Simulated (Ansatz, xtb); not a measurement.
A geometry optimisation of BGaHO with r2SCAN-D4/def2-SVP

The starting geometry of this gas-phase doublet has its atoms placed at random.

```xyz
4

B    -1.6214    0.8407   -0.0180
Ga    1.0956   -0.8775    0.7909
O    -1.2686   -0.4434    0.2577
H     0.0042   -0.7364   -0.5017
```

**Question.** One run relaxed it with r2SCAN-D4/def2-SVP. What is a likely outcome?

**Answer.** It ends as a structure given below by its coordinates. Contacts that close: Ga2–O3 (2.46 → 1.86 Å).

The energy falls by 1.84 eV over 15 steps:

| step | E − E(last) (eV) |
| --- | --- |
| 1 | 1.841 |
| 3 | 1.387 |
| 4 | 1.097 |
| 6 | 0.578 |
| 7 | 0.320 |
| 9 | 0.087 |
| 10 | 0.009 |
| 12 | 0.001 |
| 13 | 0.001 |
| 15 | 0.000 |

Final geometry (Å):

```xyz
4

B    -2.1220    0.8606    0.5891
Ga    0.4561   -0.8896    0.5079
O    -1.0839    0.1417    0.3814
H     0.9597   -1.3293   -0.9495
```

From the same start GFN2-xTB reaches the same bonding as this run.

From so rough a start the end depends on the optimiser's path, so another program may land elsewhere. The end wasn't checked by frequencies. Open shells are spin-unrestricted. Run with Ansatz 0.2.0, 49 s on 1 thread of Intel(R) Xeon(R) 6975P-C (Granite Rapids) (shared host).
